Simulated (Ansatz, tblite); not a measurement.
Cost and result up the ladder for In₄N₄H₁₄, a cluster cut from wurtzite InN (hydrogen-capped) (22 atoms). The state is a singlet with charge 0. Geometry: PBE-D4/def2-SVP.

```
atom   x (Å)   y (Å)   z (Å)
 In1   0.462  -2.078  -1.266
  N2  -1.100  -1.902   0.418
 In3   2.346   0.557   0.564
  N4   1.206  -0.004  -1.237
  N5   0.616   0.524   2.086
 In6  -1.411   0.004   1.447
 In7  -0.227   1.513  -1.947
  N8  -1.743   1.385  -0.217
  H9   1.634  -3.158  -0.551
 H10  -0.553  -2.344  -2.663
 H11  -0.864  -2.624   1.115
 H12  -1.999  -2.219   0.022
 H13   3.324  -0.783   1.111
 H14   2.751   2.256   0.526
 H15   1.930  -0.005  -1.980
 H16   0.902  -0.114   2.844
 H17   0.599   1.453   2.533
 H18  -2.628   0.007   2.695
 H19  -1.163   0.889  -3.284
 H20   0.424   3.119  -1.731
 H21  -2.660   1.182  -0.643
 H22  -1.845   2.341   0.157
```

Ansatz on 2 threads of AMD EPYC 7R13 on a shared host and a share (18 GiB) of an NVIDIA H100 80GB HBM3; xTB runs through tblite on one thread. Times are rough, summed over both states, and most runs start from the orbitals of an earlier one. PBE0-D4/def2-TZVP serves as the yardstick here, not as an exact answer. The other state is a triplet.

In the def2 sets In takes a core potential; there is no spin–orbit coupling. The xTB rows come from tblite. Single mean-field runs in def2-TZVP are fitted with def2-universal-jkfit. HOMO above LUMO, or a gap near zero within one spin, warns that the state may not be the lowest or that an electron is smeared out.

xTB has no spin-polarisation term.

```json
{"level": "GFN1-xTB", "functions": "80", "wall time": "0.06 s", "vertical triplet (eV)": "4.18", "difference from PBE0-D4/def2-TZVP (eV)": "-0.81", "remarks": "–"}
{"level": "GFN2-xTB", "functions": "66", "wall time": "0.063 s", "vertical triplet (eV)": "3.99", "difference from PBE0-D4/def2-TZVP (eV)": "-1.00", "remarks": "–"}
{"level": "PBE-D4/def2-TZVP", "functions": "408", "wall time": "15 s", "vertical triplet (eV)": "4.44", "difference from PBE0-D4/def2-TZVP (eV)": "-0.55", "remarks": "gap within one spin near zero (triplet)"}
{"level": "PBE0-D4/def2-TZVP", "functions": "408", "wall time": "21 s", "vertical triplet (eV)": "4.99", "difference from PBE0-D4/def2-TZVP (eV)": "0.00", "remarks": "–"}
```
